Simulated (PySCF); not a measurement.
An excited-state job on `CO[C](=O)[GeH2][S]C`.

Method: TDDFT B3LYP/def2-SVPD, vertical, gas phase, core orbitals frozen in the response (PySCF 2.14.0, density-fitted response routines). Geometry: PBE0-D3(BJ)/def2-SVP. The input is one job of a driver script: a line of settings, then coordinates in Å.

Command:
```bash
OMP_NUM_THREADS=1 python probes_run.py task.json out
```

Input:
```
{"job": {"kind": "uv", "xc": "B3LYP", "basis": "def2-SVPD", "ip": true, "dynamic": false}, "charge": 0, "multiplicity": 1}
C      2.905409     0.545716    -0.043599
O      1.896649    -0.305304     0.489100
C      0.726932    -0.302712    -0.152782
O      0.509282     0.350244    -1.141430
Ge    -0.664465    -1.410058     0.744229
S     -2.193118     0.026524     1.452506
C     -2.735814     0.711630    -0.147359
H      3.153730     0.257685    -1.075429
H      3.779359     0.429322     0.606691
H      2.566912     1.592222    -0.046128
H     -0.131258    -2.152047     1.975262
H     -1.251961    -2.361315    -0.313291
H     -3.336421    -0.018365    -0.708380
H     -1.879051     1.035707    -0.753919
H     -3.361978     1.583792     0.085555
```

Question: Give the output.

Answer: 
```
coarse grid: 59408 points
cycle   1  E = -2744.1222568529  dE =  1.599e-01  |g| = 9.744e-01  |ddm| = 5.072e+00
cycle   2  E = -2743.5410066913  dE =  5.813e-01  |g| = 1.965e+00  |ddm| = 2.916e+00
cycle   3  E = -2744.2700686472  dE = -7.291e-01  |g| = 3.649e-01  |ddm| = 2.138e+00
cycle   4  E = -2744.2927048877  dE = -2.264e-02  |g| = 1.249e-01  |ddm| = 4.334e-01
cycle   5  E = -2744.2953990955  dE = -2.694e-03  |g| = 3.463e-02  |ddm| = 1.334e-01
cycle   6  E = -2744.2955906946  dE = -1.916e-04  |g| = 7.756e-03  |ddm| = 4.574e-02
cycle   7  E = -2744.2956017117  dE = -1.102e-05  |g| = 1.803e-03  |ddm| = 1.306e-02
cycle   8  E = -2744.2956025210  dE = -8.093e-07  |g| = 4.986e-04  |ddm| = 3.656e-03
final grid: 123800 points
cycle   9  E = -2744.2955964576  dE =  3.979e-09  |g| = 7.615e-04  |ddm| = 7.097e-03
cycle  10  E = -2744.2955961086  dE =  3.490e-07  |g| = 1.479e-03  |ddm| = 2.869e-03
cycle  11  E = -2744.2955966031  dE = -4.945e-07  |g| = 2.421e-04  |ddm| = 1.658e-03
cycle  12  E = -2744.2955966169  dE = -1.380e-08  |g| = 3.160e-05  |ddm| = 3.090e-04
cycle  13  E = -2744.2955966171  dE = -1.583e-10  |g| = 3.900e-06  |ddm| = 3.896e-05
converged SCF energy = -2744.2955966171

Static polarisability (au): isotropic 99.108, principal 84.209 96.996 116.118

Singlet excitations
state   eV       nm        f      main configurations
  1   4.4402    279.2   0.01533   H->L 0.96
  2   5.2580    235.8   0.00978   H-1->L 0.72, H->L+1 0.15
  3   5.4740    226.5   0.00066   H->L+1 0.68, H-1->L 0.15, H->L+2 0.12
  4   5.8355    212.5   0.00340   H->L+2 0.73, H->L+1 0.15
  5   6.0199    206.0   0.00592   H->L+3 0.83
  6   6.3547    195.1   0.00682   H->L+4 0.49, H->L+5 0.31, H-2->L 0.14
  7   6.5846    188.3   0.00335   H->L+5 0.50, H->L+4 0.34
  8   6.6622    186.1   0.06052   H-2->L 0.56, H-1->L+1 0.24, H->L+5 0.09
  9   6.7707    183.1   0.06266   H-1->L+1 0.46, H->L+6 0.26
 10   6.9078    179.5   0.06785   H->L+6 0.49, H->L+7 0.17

Triplet excitations (Tamm-Dancoff, eV): 4.0359 4.7591 5.1971 5.4761
Vertical ionisation energy (delta-SCF) = 8.6437 eV
```

The SCF starts on a coarse grid where the log names one; the energy can jump when the final grid takes over, and dE then counts from the start density on the new grid. H and L stand for HOMO and LUMO; the number after each pair is its weight.

Question: How does the lowest singlet excitation compare with the HOMO–LUMO gap?

Answer: HOMO -6.55 eV and LUMO -1.09 eV give a gap of 5.46 eV; S1 at 4.44 eV lies 1.02 eV below it.

Question: Give the mean polarisability as a volume in Å³, and the ratio of the largest to the smallest principal value.

Answer: 99.108 au × 0.148185 = 14.69 Å³; 116.118/84.209 = 1.38.

Summary of the converged run: HOMO -6.55 eV, LUMO -1.09 eV; lowest singlet 4.44 eV; lowest triplet 4.04 eV (Tamm–Dancoff); mean polarisability 99.1 au.

 The B3LYP/def2-SVPD calculation is non-relativistic and has no spin–orbit coupling, an omission that weighs most on germanium.

On an Arm Neoverse N1 with one thread, on a shared host, this took 2.9 min (grids of density and orbitals included) and 0.91 GiB of memory at its peak.

One conformer stands for the species.
Labels such as C1 count atoms from 1, the log's own numbers from 0.
